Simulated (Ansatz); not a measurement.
def2 core potentials replace the inner electrons of Te.

Z-matrix (Å, degrees):
```
C
H 1 1.0994
H 1 1.1023 2 107.93
C 1 1.5210 2 112.20 3 125.02
H 4 1.1006 1 110.37 2 66.41
H 4 1.1008 5 107.68 1 -121.84
H 4 1.1036 5 108.31 6 -116.93
Te 1 2.1897 2 106.95 3 -112.23
O 8 2.0244 1 94.21 2 -75.11
H 9 0.9688 8 106.33 1 89.59
```
Charge 0, multiplicity 1.

Estimate the HOMO–LUMO gap, total energy and LUMO that CAM-B3LYP-D3(BJ)/def2-TZVP // B3LYP-D3(BJ)/def2-SVP (Ansatz, a quantum-chemistry and plane-wave program) returns for this input.


| Item | Value |
|---|---|
| HOMO–LUMO gap | 6.71 eV |
| total energy | -423.0529 Ha |
| LUMO | -0.58 eV |
